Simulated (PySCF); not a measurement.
# Atomic charges by several schemes

Compound: C₄H₁₂Si₃.
Cartesian coordinates in Å at the GFN2-xTB level; atoms count from 1:
```
atom  x, y, z in Å
C1     2.0838    1.4801    0.7133
C2     2.1202    0.3954    0.2060
C3     2.0953   -0.8962   -0.4276
Si4    0.5327   -1.0711   -1.5347
Si5   -1.3230   -0.3300   -0.3431
C6    -1.3381   -1.1830    1.3681
Si7   -1.5103    1.9643   -0.0263
H8     2.0960    2.4247    1.1682
H9     2.1018   -1.6710    0.3425
H10    3.0025   -1.0192   -1.0221
H11    0.5554   -2.4698   -1.9967
H12    0.7845   -0.2592   -2.7350
H13   -2.5277   -0.8481   -1.0347
H14   -0.4748   -0.8835    1.9569
H15   -1.3204   -2.2662    1.2842
H16   -2.2261   -0.9159    1.9346
H17   -2.8868    2.4596   -0.1450
H18   -0.7221    2.7059   -1.0143
H19   -1.0527    2.3925    1.2983
```

Density: PBE0/pcSseg-1 (PySCF); schemes: Mulliken, IAO, Hirshfeld and ESP-fitted. One conformer (not necessarily the lowest) at the GFN2-xTB geometry, without solvent, vibrations or thermal averaging.

Q: For which atoms does the sign change between the 4 schemes (beyond +0.03 e in one, beyond −0.03 e in another)?

A: C2. Atomic charges aren't observables, and each scheme defines them in its own way.

Q: Which atoms carry the highest charge in the Mulliken, IAO, Hirshfeld and ESP-fitted schemes?

A: The schemes don't all agree: Mulliken Si4 (+0.408); IAO Si4 (+0.479); Hirshfeld Si4 (+0.254); ESP-fitted H8 (+0.322).

Q: Tabulate the Mulliken, IAO, Hirshfeld and ESP-fitted charges.

A: In e:

```csv
atom,environment,Mulliken,IAO,Hirshfeld,ESP-fitted
C1,terminal alkyne carbon,-0.356,-0.274,-0.121,-0.515
C2,alkyne carbon,+0.107,-0.023,-0.038,+0.062
C3,sp3 carbon bound to silicon,-0.430,-0.539,-0.139,-0.228
Si4,SiH2 silicon,+0.408,+0.479,+0.254,+0.264
Si5,SiH silicon,+0.076,+0.316,+0.190,+0.316
C6,Si-methyl carbon,-0.600,-0.685,-0.210,-0.459
Si7,SiH3 silicon,+0.226,+0.295,+0.205,+0.145
H8,alkyne hydrogen,+0.045,+0.201,+0.089,+0.322
H9,methylene hydrogen,+0.176,+0.174,+0.056,+0.115
H10,methylene hydrogen,+0.180,+0.180,+0.060,+0.130
H11,Si–H hydrogen,-0.056,-0.103,-0.076,-0.099
H12,Si–H hydrogen,-0.041,-0.103,-0.078,-0.093
H13,Si–H hydrogen,-0.008,-0.093,-0.082,-0.126
H14,methyl hydrogen,+0.150,+0.156,+0.037,+0.113
H15,methyl hydrogen,+0.143,+0.154,+0.041,+0.115
H16,methyl hydrogen,+0.147,+0.157,+0.043,+0.125
H17,Si–H hydrogen,-0.057,-0.099,-0.077,-0.070
H18,Si–H hydrogen,-0.050,-0.097,-0.078,-0.069
H19,Si–H hydrogen,-0.061,-0.097,-0.075,-0.050
```

Mean size of the charges over all atoms: IAO 0.222 e, ESP-fitted 0.180 e, Mulliken 0.175 e, Hirshfeld 0.103 e. Each set sums to the total charge, 0, to within 0.001 e. The ESP scheme fits charges at the nuclei, held to the total charge, to the electrostatic potential on points at 1.4 to 2.0 times the van der Waals radii.

Q: Sum the charges by element.

A: 
```
element  atoms  Mulliken     IAO  Hirshfeld  ESP-fitted
      C      4    -1.279  -1.520     -0.508      -1.138
     Si      3    +0.710  +1.090     +0.649      +0.725
      H     12    +0.569  +0.430     -0.140      +0.413
```

Q: How many electrons does the Mulliken scheme count on C3?

A: Z − q = 6 − (-0.430) = 6.430.

The run behind these numbers computed NMR shieldings as well. On one thread, Arm Neoverse N1 (aarch64), on a shared host, this took 62 s of wall time and 0.89 GiB of memory at its peak.
